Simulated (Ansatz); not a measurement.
```yaml
crystal:
  periodic: [false, false, false]
  atoms:
    - {symbol: Cr, position_ang: [-0.540542, 0.089203, 0.287169]}
    - {symbol: O, position_ang: [-1.066400, 1.436980, -0.148780]}
    - {symbol: O, position_ang: [1.084068, -0.486651, 0.498203]}
    - {symbol: O, position_ang: [0.554171, -1.037848, -0.606917]}
basis:
  gaussian: {orbitals: def2-TZVPP, nuclear_model: gaussian, point_charges: [{charge: 2.00, position_ang: [4.626, 0.464, 0.604]}]}
total_charge: 1
magnetization: {spin_polarized: true, initial_magnetization: 3}
hamiltonian: {xc: {name: HSE06}, dispersion: d3bj}
scf: {omitted_lower_state_checks: [starts]}
output: {forces: true}
```

```sh
$ ansatz run in.yaml --threads 2 --pin off --events-out ev --progress --plain --max-ram 4352MiB
```

Shortened log:

```
Functional definition: HSE06
964 factors; their error is unknown
64 factors; integrals over basis functions are off by at most 5.5e-6 eV
mean field evaluation 1: about -34526.6828 eV, gradient 5.3e1 eV
mean field evaluation 2: about -34442.5496 eV, gradient 1.8e2 eV
mean field evaluation 4: about -34533.1250 eV, gradient 2.6e1 eV
mean field evaluation 8: about -34535.1474 eV, gradient 6.5e-1 eV
mean field evaluation 16: about -34535.3298 eV, gradient 2.1e-2 eV
mean field -34535.32979895 eV, -1269.1499612240 hartree, gradient 1.6e-5 eV, S^2 3.866572; 0 other end points of the search recorded, 0 dependent functions left out
reference -34535.32983739 eV, -1269.1499626368 hartree; 25, 22 occupied and 132, 135 virtual orbitals, 964 factors
Total energy: -34535.37199983 eV, -1269.1515120778 hartree
Atom 0 at    -0.540542     0.089203     0.287169 Å, force    -6.752828     2.803176     0.610763 eV/Å
Atom 1 at    -1.066400     1.436980    -0.148780 Å, force     0.291891    -0.045612     0.105726 eV/Å
Atom 2 at     1.084068    -0.486651     0.498203 Å, force     3.368801    -1.927621    -1.130614 eV/Å
Atom 3 at     0.554171    -1.037848    -0.606917 Å, force     2.330719    -0.861429     0.369889 eV/Å
Dipole moment:    -0.768843    -0.220236     0.284119 e Å
Checks for a lower state left out: starts
```

Hardware: 2 threads of Arm Neoverse V1 on a shared host. Wall time 8.5 s.

HSE06 is defined as in plane-wave codes, on full-range PBE exchange.

The dipole of an ion depends on the origin.
